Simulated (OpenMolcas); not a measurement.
## Ta2+: CASPT2 settings compared

- Program: OpenMolcas
- Basis: ANO-RCC-VQZP [9s8p6d4f3g2h]
- Scalar Hamiltonian: DKH4, point nucleus
- Active space: 3 electrons in 5 orbitals (5d)
- State averaging: 2S+1 = 4 even, 10 roots; 2S+1 = 2 even, 40 roots
- Spin-orbit coupling: RASSI with atomic mean-field integrals over the reference wave functions, term energies averaged over their components

Methods on the same reference wave functions:
A. CASSCF
B. SS-CASPT2, IPEA 0.35 Eh, no level shift (closed shells correlated: none)
C. MS-CASPT2, IPEA 0.35 Eh, no level shift (closed shells correlated: none)
D. XMS-CASPT2, IPEA 0.4 Eh, imaginary shift 0.3 Eh (closed shells correlated: 5s 5p)
E. XMS-CASPT2, IPEA 0.3 Eh, sigma2 regulariser 0.2 Eh (closed shells correlated: 4f 5s 5p)

Energies in eV above 5d3 4F 3/2.

```
            Level       A       B       C       D       E
       5d3 4F 3/2  0.0000  0.0000  0.0000  0.0000  0.0000
       5d3 4F 5/2  0.2986   0.335   0.347   0.332   0.337
       5d3 4F 7/2  0.6135   0.645   0.659   0.640   0.646
5d3 4F 9/2 [75 %]  0.9063   0.890   0.908   0.887   0.893
5d3 4P 1/2 [54 %]  1.5590   1.324   1.801   1.282   1.219
       5d3 2G 7/2  1.8297   1.509   1.523   1.512   1.514
       5d3 4P 5/2  1.9873   1.831   1.828   1.789   1.757
5d3 2P 1/2 [54 %]  2.4082   1.983   1.056   1.945   1.871
      5d3 2H 11/2  2.5591   2.183   2.327   2.198   2.206
    5d3 2D 5/2(1)  2.8074   2.270   2.317   2.351   2.321
       5d3 2F 7/2  3.6502   3.033   3.047   3.037   2.986
       5d3 2F 5/2  3.6819   3.037   3.059   3.044   2.989
    5d3 2D 5/2(2)  5.5013   4.533   4.524   4.520   4.427
    5d3 2D 3/2(2)  5.5498   4.546   4.607   4.569   4.479
```

Among B to E the level of the table that moves most is 5d3 2P 1/2 [54 %], by 7500 cm-1 (lowest in C, highest in B). Moves below CASPT2's spread within the term are not significant.

From A to B the spin-free energies of the other terms of 5d3 shown, above 4F, scale by factors of 0.66 to 0.87.

The lowest spin-free term lies below A's lowest term by 0.015 hartree in B, 0.015 hartree in C, 0.270 hartree in D, 1.263 hartree in E.

CASPT2 does not keep the components of a term degenerate, so their means are used; among the terms shown or strongly mixed into the levels shown the widest spread is 3200 cm-1 (5d3 2H, B). Over all roots computed the reference weight is 0.86 to 0.99 in B, 0.86 to 0.99 in C; the roots of lowest weight are the least certain, and an intruder state may touch them. Configurations with an s electron lie low in 5d ions of this charge, fall among these levels and mix in, so low-spin terms can stand far too high, up to twice their true height, and weights are not those of the real levels. The CASPT2 spread within a term exceeds the gap to the next term for 5d3 4P and 5d3 2P, 5d3 2P and 5d3 2D(1), 5d3 2D(1) and 5d3 2H, so the order of their levels is uncertain, and so are names and mixing where such terms share a J (figures for B; the like holds for D, E). Without dynamic correlation excited terms often stand tens of per cent too high (terms of higher spin than the ground term too low), and those without a measured partner can miss by more than the paired ones (holds for A). Levels of configurations outside the active space are missing. The table leaves out levels that lie high or whose names do not pair safely across all columns.

A share in square brackets marks a mixed level and gives the weight of the term that names it, the lowest over the columns. A number in round brackets counts repeated terms of one configuration in the order of the reference energies.
